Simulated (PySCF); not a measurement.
An unknown is described by computed data only.

Formula: C4H5FO2Si.

| Item | Value |
| --- | --- |
| Triplet | lowest triplet excitation (Tamm–Dancoff): 4.54 eV [TDA wB97X-D/def2-SVPD] |
| 13C NMR | chemical shifts (computed TMS as zero) by class: 143.2 (1 C), 132.0 (1 C), 99.3 (1 C), 89.2 (1 C) ppm [GIAO PBE0/pcSseg-1] |
| Dipole | 0.96 D [wB97X-D/def2-SVPD] |
| UV, first state | lowest singlet excitation: 6.09 eV (204 nm, f = 0.001) [TDDFT wB97X-D/def2-SVPD] |
| Rotational structure | rotational constants A, B, C: 2.210, 1.448, 1.006 GHz [GFN2-xTB] |
| Polarisability | 75.4 au [wB97X-D/def2-SVPD] |

The electronic properties come from PySCF, for the isolated species, density fitting. Levels stand in brackets. The structure is a single GFN2-xTB conformer in the gas phase; no vibrational or solvent corrections. NMR classes are plain means over equivalent atoms (diastereotopic ones count apart unless rotation or inversion swaps them), as if these changed places fast.

**Question.** Propose a structure and show how it fits.

**Answer.** Numbering: `[CH:1]#[C:2][Si@@H:3]([OH:4])[O:5]/[CH:6]=[CH:7]\[F:8]`. Its formula, C4H5FO2Si, gives 3 degrees of unsaturation: 0 rings and 3 π bonds in the structure found. 4 carbons fall into 4 classes; from least to most shielded: vinylic C–F carbon [C7] (143.2 ppm), vinylic carbon bearing oxygen [C6] (132.0 ppm), terminal alkyne carbon [C1] (99.3 ppm), alkyne carbon [C2] (89.2 ppm). The optimised geometry has point group C1 and is an asymmetric top. Structure: `C#C[Si@@H](O)O/C=C\F`. Computed isomers that give other values at the same levels: `O=C1OCC=C1[SiH2]F` (13C chemical shifts (computed TMS as zero) by class: 178.9 (1 C), 171.8 (1 C), 139.2 (1 C), 77.5 (1 C) ppm). The assignments are read from this structure; whether some other isomer fits the data as well wasn't checked. The mirror image fits equally.

Shape of the structure used: `[CH:1]#[C:2][Si@@H:3]([OH:4])[O:5]/[CH:6]=[CH:7]\[F:8]`: C2–Si3–O5–C6 62°, Si3–O5–C6–C7 5°, H–O4–Si3–C2 -57°.
